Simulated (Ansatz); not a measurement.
Consider the ligand exchange at a B–N bond: `[SiH3]N([SiH3])B(Cl)Cl` + H₂S → `SB(Cl)Cl` + `[SiH3]N[SiH3]`.

Program: Ansatz. Geometries: PBE0-D4/def2-TZVP. ΔE: electronic, gas phase. CCSD(T)/CBS adds triple-zeta CCSD(T) − MP2 to the extrapolated MP2 energy (def2 sets, frozen cores). This one scheme is used for every species. DFT in def2-TZVPP. B3LYP here is the variant with VWN-RPA as its local correlation; programs differ in this. Each species was taken in one conformer, which may not be the lowest.

`[SiH3]N([SiH3])B(Cl)Cl`:

```xyz
12

Si   -1.606   -0.248   -0.428
N     0.101   -0.165    0.016
Si    0.921    1.370    0.317
B     0.829   -1.357    0.134
Cl    2.538   -1.349    0.574
Cl    0.074   -2.926   -0.151
H    -2.104    1.147   -0.476
H    -2.368   -1.011    0.589
H    -1.764   -0.876   -1.761
H    -0.086    2.439    0.119
H     2.036    1.556   -0.641
H     1.430    1.420    1.708
```

H₂S:

```xyz
3

S    -0.156    0.424    0.424
H    -0.506    0.215   -0.854
H     0.662   -0.639    0.430
```

`SB(Cl)Cl`:

```xyz
5

S    -0.190    0.389    1.348
B    -0.243    0.014   -0.398
Cl   -1.695    0.439   -1.271
Cl    1.083   -0.748   -1.243
H     1.045   -0.094    1.565
```

`[SiH3]N[SiH3]`:

Cartesian coordinates in Å:
```
Si 0.184 -0.308 -1.519
N 0.053 0.626 -0.074
Si -0.209 0.089 1.544
H -0.216 -1.697 -1.187
H 1.569 -0.321 -2.068
H -0.705 0.232 -2.584
H 0.206 1.620 -0.184
H -0.557 -1.352 1.482
H -1.318 0.850 2.184
H 0.994 0.260 2.406
```

```csv
level,ΔE (kJ/mol)
BLYP-D4,41.2
B3LYP-D4,42.9
ωB97X-V,42.6
CAM-B3LYP,36.6
HF/def2-SVP,44.9
MP2/def2-SVP,50.6
CCSD/def2-SVP,51.1
HF/CBS(def2),35.9
```

Question: What does CCSD(T)/CBS give? (Estimate.)

Answer: Computed: +45.3 kJ/mol. The listed levels differ from it by -4.1, -2.4, -2.7, -8.7, -0.4, 5.3, 5.8, -9.4 kJ/mol.

Largest T1 diagnostic among the species: 0.012.

Leaving LDA and LC-ωPBE aside and taking each functional with its dispersion term where it has one, the values, not all of them listed here, spread over 12.1 kJ/mol, from B97M-V to BHLYP-D4. LDA lies +15.6 kJ/mol from PBE without D4. In def2-TZVPP, CCSD(T) changes the Hartree–Fock value by +11.5 kJ/mol (the triples alone add +1.1 kJ/mol) and MP2 by +10.4 kJ/mol. From BLYP to BHLYP (50 % exact exchange), in def2-TZVPP and without D4, ΔE moves by +10.4 kJ/mol.

CCSD(T)/CBS has its own doubt, a few kJ/mol and more with outer-core shells, so smaller differences from it don't rank the levels.
